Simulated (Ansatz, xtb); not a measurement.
# BOSe−: which of two structures lies lower

We compare X, the triplet with the links of `O=B[Se-]`, with Y, a singlet given by its coordinates. Both are isolated ions in the gas phase, relaxed with PBE0-D3(BJ)/def2-SVPD.

X (Å):

```xyz
3

B    -2.3515    2.2971    1.6247
O    -2.3052    2.9929    2.6680
Se   -1.6969    0.3112    1.6644
```

Y (Å):

```xyz
3

B     0.0000    0.0000   -1.4702
O     0.0000    0.0000   -0.2182
Se    0.0000    0.0000    1.6884
```

Close contacts (Å): B1–O2 1.25, O2–Se3 1.91.

Problem. Estimate which is lower in electronic energy at CCSD(T)/def2-TZVPPD, and by roughly how much.

Solution. The CCSD(T)/def2-TZVPPD calculation puts structure X lower, by 8.6 kcal/mol.

The same difference at several levels:

```tsv
level	geometry	E(Y) − E(X) (kcal/mol)	departure from the last row (kcal/mol)	job, with rough time for the two
PBE0-D3(BJ)/def2-SVPD	PBE0-D3(BJ)/def2-SVPD	+17.3	+8.7	optimisation, 6.6 min
HF/def2-TZVPPD	PBE0-D3(BJ)/def2-SVPD	+16.3	+7.7	part of the CCSD(T) run
MP2/def2-TZVPPD	PBE0-D3(BJ)/def2-SVPD	+11.6	+3.0	part of the CCSD(T) run
CCSD(T)/def2-TZVPPD	PBE0-D3(BJ)/def2-SVPD	+8.6		single point, 2.9 min
```

The levels shown agree on the order. The largest departure from CCSD(T)/def2-TZVPPD is that of PBE0-D3(BJ)/def2-SVPD, 8.7 kcal/mol. At CCSD(T)/def2-TZVPPD a singlet with the links of X lies below this triplet. Levels run at GFN2-xTB geometries aren't shown.

With harmonic frequencies from PBE0-D3(BJ)/def2-SVPD (ideal gas, rigid rotor, one conformer each, 200 K, 1 atm): on the last row, ΔE + ΔZPE = +8.7, ΔH = +8.8, ΔG = +9.8 kcal/mol.

Open shells are spin-unrestricted. The correlated steps freeze 11 core orbitals; the filled d shell of Se is correlated, in a basis made for valence electrons. ΔG holds the spin degeneracy. Programs: Ansatz 0.2.0; the last row on 1 thread of Intel(R) Xeon(R) Processor @ 2.50GHz (Skylake/Cascade Lake) on a shared host.
